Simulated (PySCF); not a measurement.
Several molecules and their computed UV-vis stick spectra, shuffled. Level of theory: TDDFT PBE0/def2-SVPD, vertical, gas phase, core orbitals frozen in the response (PySCF). Geometries: PBE0-D3(BJ)/def2-SVP; one conformer of each isolated species. Triplets are in the Tamm–Dancoff approximation.

A. `CCCS(=O)(=O)CCC`
B. `B1C=CC=CC=C1`
C. `C=CCC(=O)OC=C`

Lowest singlet levels (six at most, fewer where fewer were computed) with oscillator strengths:

1. 5.78 eV (f 0.003); 6.13 eV (f 0.300); 6.35 eV (f 0.077); 6.76 eV (f 0.021); 7.08 eV (f 0.026); 7.26 eV (f 0.137)
2. 7.05 eV (f 0.005); 7.56 eV (f 0.008); 7.84 eV (f 0.036); 7.94 eV (f 0.010); 7.98 eV (f 0.029); 8.05 eV (f 0.002); T1 6.88 eV
3. 4.60 eV (f 0.040); 4.67 eV (f 0.133); 5.12 eV (f 0.000); 5.18 eV (f 0.000); 5.51 eV (f 0.004); 5.63 eV (f 0.000); T1 2.74 eV

Question: Match each spectrum to its molecule.

Answer: 1 = C, 2 = A, 3 = B.
- A: S1 at 7.05 eV, HOMO→LUMO (94%); Löwdin shares by element: HOMO oxygen 48%, carbon 24% or more (atoms not listed hold the other 28%); LUMO sulfur 25%, hydrogen 16% or more, carbon 8% or more (atoms not listed hold the other 51%); HOMO -8.04 and LUMO 0.14 eV.
- B: S1 at 4.60 eV, HOMO→LUMO+1 (71%), HOMO-1→LUMO (28%); Löwdin shares by element: HOMO carbon 66% or more (atoms not listed hold the other 34%); LUMO carbon 69% or more (atoms not listed hold the other 31%); HOMO -7.18 and LUMO -2.08 eV; point group C2v, 3 of its 6 listed states under f = 0.0005.
- C: S1 at 5.78 eV, HOMO-2→LUMO (66%), HOMO-1→LUMO (22%); Löwdin shares by element: HOMO carbon 61% or more, oxygen 22% (atoms not listed hold the other 17%); LUMO carbon 57% or more, oxygen 19% or more (atoms not listed hold the other 24%); HOMO -7.44 and LUMO -0.58 eV.
